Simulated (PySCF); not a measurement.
C₂H₆Se₂, charge +1, doublet, geometry from GFN2-xTB (a state made from the parent by changing its charge; the spin is typed, not shown lowest). Base run: R2SCAN/3-21G (PySCF).

PySCF was given this input:
```python
from pyscf import gto, scf, dft

mol = gto.Mole()
mol.atom = '''
    C     2.37756054   -0.21641952   -0.30834299
    Se    0.82015415    0.55889952    0.56367525
    Se   -0.82015415   -0.55889952   -0.56367525
    C    -2.37756054    0.21641952    0.30834299
    H     3.25672753    0.23884258    0.14375428
    H     2.35814649    0.00575373   -1.37307200
    H     2.39915285   -1.29187213   -0.14610500
    H    -3.25672753   -0.23884258   -0.14375428
    H    -2.39915285    1.29187213    0.14610500
    H    -2.35814649   -0.00575373    1.37307200
'''
mol.basis = '3-21g'
mol.charge = 1
mol.spin = 1
mol.verbose = 4
mol.build()

mf = dft.UKS(mol)
mf.xc = 'r2scan'
mf.kernel()
mf.analyze()
```

Each row names what was changed in the base input (with any setting that the change needs).

```
change                                                                            ΔE vs base (µEh)  SCF cycles  <S^2>        outcome
--------------------------------------------------------------------------------  ----------------  ----------  -----  -------------
base                                                                                           0.0           9  0.751      converged
level_shift = 0.5 (with mf.max_cycle = 100)                                                    0.0          21  0.751      converged
diis_space = 12                                                                                0.0           9  0.751      converged
level_shift = 0.1 (with mf.max_cycle = 100)                                                    0.0          10  0.751      converged
DIIS = EDIIS                                                                                     -          50      -  not converged
diis_space = 2                                                                                 0.0          15  0.751      converged
level_shift = 0.3 (with mf.max_cycle = 100)                                                    0.0          14  0.751      converged
diis_space = 20                                                                                0.0           9  0.751      converged
init_guess = 1e                                                                                0.0          40  0.751      converged
solver = newton                                                                                0.0           -  0.751      converged
conv_tol_grad = 1e-7                                                                           0.0          11  0.751      converged
diis = off; damp = 0.3 (with mf.diis_start_cycle = 200; with mf.max_cycle = 150)               0.0          32  0.751      converged
conv_tol = 1e-6                                                                                0.0           6  0.751      converged
```

Open shells are given as the SCF converged; they aren't shown to be the lowest states, and a large step between rows can be another state.
